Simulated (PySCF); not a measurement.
BH2, SMILES [BH2+], charge +1.

The structure is a stationary point at r2SCAN-D4/def2-TZVPD.

Two levels are set side by side: TDDFT-PBE/def2-TZVPD (PySCF) and EOM-CCSD/aug-cc-pVDZ (PySCF). Vertical, same geometry; the bases differ. Differences are taken from unrounded values.

```
quantity                                      EOM-CCSD
--------------------------------------------  --------
lowest singlet excitation (eV)                    7.46
lowest triplet excitation (TDA for PBE) (eV)      6.71
```

**Question.** What does TDDFT-PBE give, and how far is it from EOM-CCSD? (Estimate from the structure and the level; the computed values follow.)

**Answer.** 
```json
[
 {"quantity": "lowest singlet excitation (eV)", "TDDFT-PBE": "7.08", "TDDFT-PBE minus EOM-CCSD": "-0.38"},
 {"quantity": "lowest triplet excitation (TDA for PBE) (eV)", "TDDFT-PBE": "6.02", "TDDFT-PBE minus EOM-CCSD": "-0.69"}
]
```

A lower first singlet is the usual sign of a functional without exact exchange. Differences between two approximate levels are no errors against the true value.

Rough cost on one machine, each run with all the roots and properties that it gave: EOM-CCSD against TDDFT-PBE within a factor of 2.
